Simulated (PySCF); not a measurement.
## input.py for SrF⁺

File input.py (PySCF 2.14):

```python
from pyscf import gto, scf, mp

mol = gto.M(
    atom='Sr 0 0 0; F 0 0 2.255',
    basis='def2-svpd',
    ecp={'Sr': 'def2-svpd'},
    charge=1,
    spin=0,
    symmetry=True,
    verbose=4,
)
mf = scf.RHF(mol)
mf.kernel()
mp.MP2(mf, frozen=1).kernel()
mf.dip_moment()
print('orbital energies (hartree):', mf.mo_energy[..., max(0, mol.nelec[1]-3):mol.nelec[0]+3].round(4))
```

```bash
$ OMP_NUM_THREADS=1 python input.py
```

The log (some set-up lines removed):

```
PySCF version 2.14.0

[INPUT] Symbol           X                Y                Z      unit          X                Y                Z       unit  Magmom
[INPUT]  1 Sr     0.000000000000   0.000000000000   0.000000000000 AA    0.000000000000   0.000000000000   0.000000000000 Bohr   0.0
[INPUT]  2 F      0.000000000000   0.000000000000   2.255000000000 AA    0.000000000000   0.000000000000   4.261332410894 Bohr   0.0

nuclear repulsion = 21.1201547595565
point group symmetry = Coov
symmetry origin: [0.         0.         0.81599982]
symmetry axis x: [1. 0. 0.]
symmetry axis y: [0. 1. 0.]
symmetry axis z: [0. 0. 1.]
num. orbitals of irrep A1 = 19
num. orbitals of irrep E1x = 11
num. orbitals of irrep E1y = 11
num. orbitals of irrep E2x = 4
num. orbitals of irrep E2y = 4
number of shells = 19
number of NR pGTOs = 85
number of NR cGTOs = 49
basis = def2-svpd
ecp = {'Sr': 'def2-svpd'}

******** <class 'pyscf.scf.hf_symm.SymAdaptedRHF'> ********
method = SymAdaptedRHF
initial guess = minao
damping factor = 0
level_shift factor = 0
DIIS = <class 'pyscf.scf.diis.CDIIS'>
SCF conv_tol = 1e-09
SCF max_cycles = 50
Freeze 0 electrons in irreps []
    18 free electrons in irreps A1 E1x E1y E2x E2y
Initial guess from minao.
init E= -118.25437783743
HOMO (A1) = -0.397837999763908  LUMO (E1y) = 0.0354415726949369  gap/eV = 11.79014
cycle= 1 E= -129.230984938541  delta_E=  -11  |g|= 1.15  |ddm|= 2.83
HOMO (E1y) = -0.455526889413589  LUMO (A1) = -0.238732277314451  gap/eV = 5.89928
cycle= 2 E= -129.491914190973  delta_E= -0.261  |g|= 0.716  |ddm|= 1.99
HOMO (E1y) = -0.707964537095133  LUMO (A1) = -0.202934584275809  gap/eV = 13.74256
cycle= 3 E= -129.577908665743  delta_E= -0.086  |g|= 0.166  |ddm|= 0.583
HOMO (E1y) = -0.657627013273538  LUMO (A1) = -0.193136122599086  gap/eV = 12.63944
cycle= 4 E= -129.58239922054  delta_E= -0.00449  |g|= 0.0146  |ddm|= 0.0904
HOMO (E1y) = -0.654277811797751  LUMO (A1) = -0.19371158609383  gap/eV = 12.53265
cycle= 5 E= -129.582475744922  delta_E= -7.65e-05  |g|= 0.00215  |ddm|= 0.0233
HOMO (E1y) = -0.654201047497333  LUMO (A1) = -0.193666029701923  gap/eV = 12.53180
cycle= 6 E= -129.582479545134  delta_E= -3.8e-06  |g|= 0.000534  |ddm|= 0.00499
HOMO (E1y) = -0.654310160583839  LUMO (A1) = -0.193650461390583  gap/eV = 12.53519
cycle= 7 E= -129.582479806253  delta_E= -2.61e-07  |g|= 0.000116  |ddm|= 0.00143
HOMO (E1y) = -0.654326898232396  LUMO (A1) = -0.193645980949043  gap/eV = 12.53577
cycle= 8 E= -129.582479819173  delta_E= -1.29e-08  |g|= 2.74e-05  |ddm|= 0.000374
HOMO (E1y) = -0.654336122555524  LUMO (A1) = -0.19364314196358  gap/eV = 12.53609
cycle= 9 E= -129.582479819659  delta_E= -4.86e-10  |g|= 7.01e-06  |ddm|= 5.31e-05
HOMO (E1y) = -0.654334881467111  LUMO (A1) = -0.193643415101992  gap/eV = 12.53605
Extra cycle  E= -129.582479819687  delta_E= -2.79e-11  |g|= 3.03e-06  |ddm|= 1.19e-05
converged SCF energy = -129.582479819687

******** <class 'pyscf.mp.mp2.RMP2'> ********
nocc = 8, nmo = 48
frozen orbitals 1
E(RMP2) = -129.86307712239  E_corr = -0.280597302703018
E(SCS-RMP2) = -129.849444600031  E_corr = -0.266964780344299
E_corr(same-spin) = -0.080483057191526
E_corr(oppo-spin) = -0.200114245511492

WARN: System has nonzero charge 1; the dipole moment is origin-dependent.
Location of origin: [0. 0. 0.]

Dipole moment(X, Y, Z, Debye):  0.00000,  0.00000, -8.14564
orbital energies (hartree): [-0.6653 -0.6543 -0.6543 -0.1936 -0.1286 -0.1286]
```

In short: E(SCF) = -129.582480 Eh, 9 cycles, E(MP2) − E(SCF) = -0.28060 Eh.

Run time: 0.9 s on 1 thread of Intel Xeon Platinum 8375C @ 2.90GHz (shared host), peak memory 0.12 GiB.

Stability towards an unrestricted solution was not tested. The bond length is a typed value, not an optimised one. The dipole of an ion depends on the origin.
